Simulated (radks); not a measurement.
Results of a calculation; reference values are marked as such.
Effect of the nuclear size on neutral cobalt, [Ar] 3d7 4s2. Code: a radial shooting solver on a logarithmic mesh with Libxc functionals. Model: Dirac Kohn-Sham, exchange-only LDA, spin-unpolarised, spherical densities, finite nucleus; open shells are shared between the two j in proportion to 2j + 1; Fermi nuclear charge, rms radius 3.7875 fm. The rms radius is varied about that value; shifts are against it.

rms radius (fm),total energy shift (eV),density at nucleus (e/bohr^3),1s1/2 shift (meV),2s1/2 shift (meV),2p1/2 shift (meV),3s1/2 shift (meV)
3.2535,-0.0352,1.726e+04,-14.9,-1.36,0.138,-0.194
3.5489,-0.0163,1.719e+04,-6.94,-0.634,0.064,-0.090
3.7875,0,1.714e+04,0.000,0.000,0.000,0.000
4.0375,0.0182,1.709e+04,7.74,0.706,-0.071,0.100
4.6889,0.0709,1.697e+04,30.1,2.75,-0.278,0.391

Slopes of the eigenvalues against <r^2> in GHz/fm^2, as finite differences over the two radii next to the reference (eigenvalue slopes, not the field-shift constants of lines): 1s1/2 958, 2s1/2 87.4, 2p1/2 -8.84, 3s1/2 12.4.
